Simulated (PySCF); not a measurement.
The third ionisation energy along the 3d series

All values are computed (PySCF 2.14, energy differences of UHF-based or UKS calculations, no spin-orbit coupling). Values in eV. The last column holds reference values (NIST; (s) semi-empirical, (t) theoretical, else measured). Unmarked ones compare directly (S terms, centres of terms, or small fine structure); those marked * lie between the lowest fine-structure levels and include a spin-orbit shift.

| element | configurations | UHF | MP2 (valence) | SCS-MP2 (valence) | reference |
| --- | --- | --- | --- | --- | --- |
| Sc (cc-pVTZ, non-relativistic) | [Ar] 3d1 → [Ar] | 23.980 | n/a | n/a | 24.757 * |
| V (cc-pVTZ, non-relativistic) | [Ar] 3d3 → [Ar] 3d2 | 28.350 | 28.721 | 28.474 | 29.311 * |
| Cr (cc-pVTZ, non-relativistic) | [Ar] 3d4 → [Ar] 3d3 | 29.880 | 30.526 | 30.095 | 30.959 ± 0.025 * |
| Mn (cc-pVTZ, non-relativistic) | [Ar] 3d5 → [Ar] 3d4 | 32.589 | 33.418 | 32.865 | 33.668 ± 0.012 * |
| Co (cc-pVTZ, non-relativistic) | [Ar] 3d7 → [Ar] 3d6 | 31.448 | 33.263 | 33.360 | 33.5 ± 0.06 (s) * |
| Cu (cc-pVTZ-PP with ECP10MDF, ECP) | [Ar] 3d9 → [Ar] 3d8 | 34.044 | 36.752 | 36.516 | 36.841 ± 0.012 * |
| Zn (cc-pVTZ-PP with ECP10MDF, ECP) | [Ar] 3d10 → [Ar] 3d9 | 36.997 | 39.970 | 39.614 | 39.723 * |

"Valence" correlates the outer s and p shells and, in groups 3 to 12 and the f block, the outer d or f shell, open or full, or the next shell where the ion has no valence electron left; the wider scheme adds the next inner shell.
